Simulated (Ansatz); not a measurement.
Job for Ansatz (a first-principles code): U-B3LYP/cc-pVTZ on FGaH2 (SMILES [F][GaH2]), a point of a bond scan (R = 2.655 Å).

Ansatz 0.2 input:
```yaml
crystal:
  periodic: [false, false, false]
  atoms:
    - {symbol: Ga, position_ang: [-0.15314797, -0.29827289, 0.09911006]}
    - {symbol: H, position_ang: [0.62376958, -1.05783376, 1.21321406]}
    - {symbol: H, position_ang: [-1.47626948, -0.60250567, -0.66151679]}
    - {symbol: F, position_ang: [1.00992179, 1.96693627, -0.65357321]}
basis:
  gaussian:
    orbitals: cc-pVTZ
hamiltonian:
  xc: {name: B3LYP}
magnetization: {spin_polarized: true, initial_magnetization: 0}
```

Task: Predict the final total energy.

Result: -2025.9501 hartree.
